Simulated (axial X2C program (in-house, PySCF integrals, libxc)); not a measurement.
## RuSi: bond constants with and without spin–orbit coupling

Calculated with an in-house all-electron X2C program for linear molecules (integrals from PySCF). Spin-free means the one-electron spin-free X2C Hamiltonian; two-component (2c) means X2C with spin–orbit coupling and atomic mean-field two-electron Coulomb and Gaunt terms, so the difference of the two also holds small scalar two-electron terms. Basis: Ru dyall-cv3z [12s12p8d5f3g], Si dyall-v3z [8s7p2d1f] (cores contracted in-house); Gaussian nuclei, density fitting, unrestricted open shells. Masses: Ru 101.904 u, Si 27.977 u.

State, spin-free: M_S = 1, Λ = 2 (beyond evenly filled blocks: σα, δ+α, δ+β, δ-α); electrons by block: σα: 14, σβ: 13, π+α: 6, π+β: 6, π-α: 6, π-β: 6, δ+α: 2, δ+β: 2, δ-α: 2, δ-β: 1. Fragments: Ru + Si.

State, 2c: Ω = 3 (⟨Sz⟩ = 1.00, ⟨Lz⟩ = 2.00 at PBE0); electrons by block: 1/2: 20, -1/2: 19, 3/2: 8, -3/2: 8, 5/2: 2, -5/2: 1. Fragments: Ru + Si.

```csv
Hamiltonian,level,Re (Å),ωe (cm⁻¹),Be (cm⁻¹),αe (cm⁻¹),De (eV),D0 (eV),μ (D)
spin-free,PBE0,2.086,485.3,0.1766,0.00109,3.54,3.51,-1.28
spin-free,TPSS,2.101,504.8,0.174,0.000812,4.11,4.08,-1.26
2c,PBE0,2.086,484.5,0.1764,0.0011,n/a,n/a,-1.29
2c,TPSS,2.102,504.1,0.1738,0.000811,n/a,n/a,-1.28
```

Dipoles are positive if Si is the positive end.

Occupations by symmetry block were frozen at the best pattern of an incomplete PBE0 search. De is counted from the lowest determinant-based energies of the atoms at the same level, without counterpoise correction. De is not given where an atomic determinant may have missed its ground term or J level, or where the truncated virtual space spoils (T). Density functionals use the spin component along the axis (collinear). Other states lie close and PBE0, whose exact exchange favours high spin, may order them wrongly; the determinant shown need not be the ground state. The nearest other spin-free determinant of the search, M_S = 1, Λ = 0, lies 0.38 eV up at the distance of the search. The functionals have no current-density term, which raises determinants with orbital currents, atoms included. With several unpaired electrons one determinant need not be a pure state. The determinant is spin-polarised beyond a pure state at some levels (its spin-free form has ⟨S²⟩ too high), which makes Re and μ there less reliable.

No reliable constants came from CCSD (2c), CCSD (spin-free), CCSD(T) (2c), CCSD(T) (spin-free), HF (2c), HF (spin-free), MP2 (2c), MP2 (spin-free): no minimum in range, unconverged points, a curve that is not smooth, a change of character along it, or the two Hamiltonians disagreeing along it.

Rough cost a point (2c) on 1 thread(s) of a shared host, integrals apart: PBE0 2 s, TPSS 1.9 s.

The whole task took 10 min on 1 thread of Arm Neoverse N1, with other jobs on the host.
